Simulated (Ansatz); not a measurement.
CH₆O₃Si (`CO[SiH](O)O`). Total charge 0; spin multiplicity 1.

```xyz
11

C     0.006    1.708   -0.389
O     0.601    0.535    0.118
Si   -0.026   -0.963   -0.078
O    -1.455   -1.197    0.673
O     1.078   -1.987    0.555
H    -0.264    1.600   -1.446
H    -0.896    1.969    0.175
H     0.723    2.525   -0.298
H    -0.311   -1.198   -1.508
H    -1.441   -1.314    1.624
H     1.985   -1.677    0.574
```

**Question.** What are the harmonic wavenumbers in cm⁻¹ at PBE0-D4/def2-TZVP (Ansatz, finite differences of forces, unscaled)? (Estimate.)

**Answer.** Ansatz gave: 69, 82, 161, 201, 239, 327, 361, 393, 743, 799, 811, 838, 903, 931, 987, 1151, 1184, 1219, 1483, 1496, 1500, 2270, 3022, 3087, 3124, 3917, 3927.

**Question.** Is this a minimum?

**Answer.** Yes, all 27 modes are real.

**Question.** Give the ideal-gas thermochemistry at 298.15 K and 1 bar (rigid rotor, harmonic oscillator; point group C1, symmetry number 1).

**Answer.** Zero-point energy 210.7 kJ/mol; H(298) − E = 233.3 kJ/mol; entropy 356.4 J/(mol·K), of which translation 165.5, rotation 110.3, vibration 80.6; G(298) − E = 127.0 kJ/mol. Modes under 100 cm⁻¹ are hindered rotations or soft bends, so the harmonic entropy is rough.

**Question.** And at 400, 500, 600, 800 and 1000 K?

**Answer.** 
| T (K) | H − E (kJ/mol) | S (J/mol/K) | G − E (kJ/mol) |
| --- | --- | --- | --- |
| 400 | 245.8 | 392.5 | 88.8 |
| 500 | 260.0 | 424.2 | 48.0 |
| 600 | 275.8 | 452.8 | 4.1 |
| 800 | 310.7 | 502.9 | -91.6 |
| 1000 | 349.0 | 545.6 | -196.6 |

**Question.** Rotational constants (cm⁻¹)?

**Answer.** 0.2168, 0.1013, 0.07612.
